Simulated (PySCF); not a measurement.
**Unknown compound**

An unknown has the formula C$_{3}$H$_{7}$FO$_{3}$Si$_{2}$. Its calculated NMR data are:

¹H NMR (400 MHz, computed): δ 5.58 (m, 1H), 5.42 (m, 1H), 5.12 (m, 1H), 4.85 (m, 1H), 4.22 (s, 3H).

¹³C{¹H} NMR (computed): δ 192.5, 120.5, 79.7.

[PySCF 2.14.0 with density-fitted response routines: GFN2-xTB geometry; NMR shieldings at PBE0/pcSseg-1/GIAO; one conformer; fast rotation and ring inversion assumed for equivalent nuclei; no solvent model; no relativistic terms]

Referencing at the same level of theory: ¹H (31.72 ppm) and ¹³C (186.93 ppm) vs TMS.

Q: Propose a structure and justify it.

A: 
1. The formula gives 2 degrees of unsaturation (1 ring in the answer).
2. 3 carbon signals for 3 carbons: no two carbons are equivalent.
3. Carbon types of the structure: 2 × C, 1 × CH2, leaving 5 H on heteroatoms.
4. δC 192.5: carbonyl carbon.
5. δC 120.5: fully substituted sp3 carbon bonded to F and O and Si; 2 electronegative neighbours deshield it.
6. δC 79.7: sp3 CH2 bonded to O; deshielded by the electronegative neighbour.
7. δH 5.58, 5.42: hydrogen on a silicon bonded to C, O, in a 4-membered ring.
8. δH 5.12, 4.85: hydrogen on an sp3 CH2 bonded to O; its carbon carries O, hence the downfield position.
9. δH 4.22: hydrogen on a silicon bonded to C.

These data were computed for SMILES C(=O)([SiH3])O[C@]1(F)CO[SiH2]1.

The data come from this structure; uniqueness wasn't tested.

Splittings by ¹⁹F in the carbon and heteronuclear signals aren't shown, as no couplings were computed. Shifts are as computed. Against solution values, carbons near 30 ppm lie about +3 ppm off and those near 130 ppm about +5 ppm. Of 1309 compounds with measured shifts, 239 miss one by over three times the rms of a fit or turn the order of signals round; such compounds aren't used in these exercises. Multiplicities follow the n + 1 count of equivalent neighbours, as no J values were calculated; m marks all less simple cases, F and P coupling included.
